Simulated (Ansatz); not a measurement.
Frontier orbitals of `[OH][Al]([F])[SeH]`.

The species carries charge 0 and has multiplicity 1. Correlated methods include outer-core shells of Se, which these sets cover unevenly. Scalar relativity is left out up to krypton. All single points use the PBE0-D4/def2-TZVP geometry. It is one conformer, not always the lowest. Basis def2-TZVPP, Ansatz.

Orbital energies of one run (eV). Highest occupied ones, from the top: -9.90, -11.31, -12.39, -12.78, -13.94, -14.34, -14.43, -15.55, -17.38, -22.69, -30.50, -34.80, -60.39, -60.39. Empty: 1.10, 1.87, 1.97, 3.12, 3.98, 4.67.

(1) Which functional gave them?
A. revPBE
B. ωB97X-V
C. r2SCAN0
D. CAM-B3LYP

Answers

(1) B. HOMO energies: ωB97X-V -9.90, r2SCAN0 -7.81, CAM-B3LYP -8.89, revPBE -6.39 eV.
